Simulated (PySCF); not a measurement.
neo-PeOMe, C₆H₁₄O.
Atom-mapped SMILES: `[CH3:1][O:2][CH2:3][C:4]([CH3:5])([CH3:6])[CH3:7]` (hydrogens: H8, H9, H10 on C1; H11, H12 on C3; H13, H14, H15 on C5; H16, H17, H18 on C6; H19, H20, H21 on C7)

The same species was optimised twice, with GFN2-xTB and with PBE0-D3(BJ)/def2-SVP (PySCF), and the same property calculations (PySCF, gas phase) were run on both structures.

```json
{"coordinate": "O2–C3 (Å)", "GFN2-xTB": "1.410", "PBE0-D3(BJ)/def2-SVP": "1.396", "change": "-0.014"}
{"coordinate": "C1–O2 (Å)", "GFN2-xTB": "1.400", "PBE0-D3(BJ)/def2-SVP": "1.390", "change": "-0.010"}
{"coordinate": "C3–C4 (Å)", "GFN2-xTB": "1.536", "PBE0-D3(BJ)/def2-SVP": "1.528", "change": "-0.008"}
{"coordinate": "C4–C6 (Å)", "GFN2-xTB": "1.530", "PBE0-D3(BJ)/def2-SVP": "1.528", "change": "-0.002"}
{"coordinate": "C4–C7 (Å)", "GFN2-xTB": "1.529", "PBE0-D3(BJ)/def2-SVP": "1.530", "change": "+0.001"}
{"coordinate": "C4–C5 (Å)", "GFN2-xTB": "1.529", "PBE0-D3(BJ)/def2-SVP": "1.529", "change": "0.000"}
{"coordinate": "C3–C4–C6 (°)", "GFN2-xTB": "108.9", "PBE0-D3(BJ)/def2-SVP": "108.1", "change": "-0.8"}
{"coordinate": "C1–O2–C3 (°)", "GFN2-xTB": "112.9", "PBE0-D3(BJ)/def2-SVP": "113.7", "change": "+0.8"}
{"coordinate": "C3–C4–C7 (°)", "GFN2-xTB": "109.2", "PBE0-D3(BJ)/def2-SVP": "109.4", "change": "+0.2"}
{"coordinate": "O2–C3–C4 (°)", "GFN2-xTB": "110.0", "PBE0-D3(BJ)/def2-SVP": "110.2", "change": "+0.2"}
{"coordinate": "C5–C4–C7 (°)", "GFN2-xTB": "109.7", "PBE0-D3(BJ)/def2-SVP": "109.9", "change": "+0.2"}
{"coordinate": "C3–C4–C5 (°)", "GFN2-xTB": "109.2", "PBE0-D3(BJ)/def2-SVP": "109.3", "change": "+0.1"}
{"coordinate": "C6–C4–C7 (°)", "GFN2-xTB": "109.9", "PBE0-D3(BJ)/def2-SVP": "110.0", "change": "+0.1"}
{"coordinate": "C5–C4–C6 (°)", "GFN2-xTB": "109.9", "PBE0-D3(BJ)/def2-SVP": "110.0", "change": "+0.1"}
{"coordinate": "C1–O2–C3–C4 (°)", "GFN2-xTB": "180", "PBE0-D3(BJ)/def2-SVP": "179", "change": "-1"}
{"coordinate": "O2–C3–C4–C5 (°)", "GFN2-xTB": "-60", "PBE0-D3(BJ)/def2-SVP": "-61", "change": "-1"}
```

Rotational constants: A = 4257, B = 1539, C = 1526 MHz (GFN2-xTB) against A = 4225, B = 1546, C = 1534 MHz (PBE0-D3(BJ)/def2-SVP). Point groups within 0.08 Å: Cs and Cs.

On the GFN2-xTB structure: HOMO (eV) -7.33 [PBE0/pcSseg-1]; LUMO (eV) 1.40 [PBE0/pcSseg-1]; dipole (D) 1.17 [PBE0/pcSseg-1]; GIAO shielding of C1 (ppm) 125.5 [PBE0/pcSseg-1]; GIAO shielding of O2 (ppm) 310.0 [PBE0/pcSseg-1]; GIAO shielding of C3 (ppm) 99.7 [PBE0/pcSseg-1]; GIAO shielding of C4 (ppm) 152.2 [PBE0/pcSseg-1]; GIAO shielding of C5/C6/C7 (mean) (ppm) 158.7 [PBE0/pcSseg-1].

Problem. What do these properties become on the PBE0-D3(BJ)/def2-SVP structure?

Solution. 
| property | level | on GFN2-xTB | on PBE0-D3(BJ)/def2-SVP | change |
| --- | --- | --- | --- | --- |
| HOMO (eV) | PBE0/pcSseg-1 | -7.33 | -7.34 | -0.01 |
| LUMO (eV) | PBE0/pcSseg-1 | 1.40 | 1.36 | -0.04 |
| dipole (D) | PBE0/pcSseg-1 | 1.17 | 1.11 | -0.06 |
| energy, GFN2-xTB geometry as zero (kcal/mol) | PBE0/pcSseg-1 | 0.0 | -0.3 | -0.3 |
| GIAO shielding of C1 (ppm) | PBE0/pcSseg-1 | 125.5 | 125.1 | -0.4 |
| GIAO shielding of O2 (ppm) | PBE0/pcSseg-1 | 310.0 | 311.2 | +1.2 |
| GIAO shielding of C3 (ppm) | PBE0/pcSseg-1 | 99.7 | 99.7 | 0.0 |
| GIAO shielding of C4 (ppm) | PBE0/pcSseg-1 | 152.2 | 152.5 | +0.3 |
| GIAO shielding of C5/C6/C7 (mean) (ppm) | PBE0/pcSseg-1 | 158.7 | 156.3 | -2.4 |

The heavy atoms differ by 0.013 Å rms after alignment. Among bonds between heavy atoms O2–C3 changes most (-0.014 Å). Changes are differences of the printed values. Neither structure is proved a minimum here.

The values belong to the conformer `[CH3:1][O:2][CH2:3][C:4]([CH3:5])([CH3:6])[CH3:7]`: C1–O2–C3–C4 179°, O2–C3–C4–C5 -61°.
